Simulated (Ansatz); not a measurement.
HSSi, charge +1, singlet, at a GFN2-xTB geometry; BLYP-D4/def2-TZVP (Ansatz, a program for electronic structure).

Here is a job for Ansatz.
Ansatz 0.2 input:
```yaml
crystal:
  periodic: [false, false, false]
  atoms:
    - {symbol: Si, position_ang: [1.02786580, -0.53374027, -0.01003020]}
    - {symbol: S, position_ang: [-0.79987047, 0.50345971, 0.01180767]}
    - {symbol: H, position_ang: [-1.59219374, -0.58299159, -0.04849990]}
basis:
  gaussian:
    orbitals: def2-TZVP
hamiltonian:
  xc: blyp
  dispersion: d4
total_charge: 1
```

Q: Predict the main parts of the log of this Ansatz run.

A: 
```
Functional definition: BLYP
557 factors; their error is unknown
mean field evaluation 1: about -18714.7788 eV, gradient 4.7e1 eV
mean field evaluation 2: about -18634.9780 eV, gradient 1.3e2 eV
mean field evaluation 4: about -18720.1537 eV, gradient 1.9e1 eV
mean field evaluation 8: about -18721.4235 eV, gradient 7.7e-2 eV
mean field evaluation 16: about -18721.4152 eV, gradient 1.5e-5 eV
mean field -18721.41520144 eV, -687.9993188220 hartree, gradient 1.5e-5 eV, S^2 0.000000; 0 other end points of the search recorded, 0 dependent functions left out
reference -18721.41545979 eV, -687.9993283161 hartree; 15, 15 occupied and 65, 65 virtual orbitals, 557 factors
Total energy: -18721.52725064 eV, -688.0034365540 hartree
```
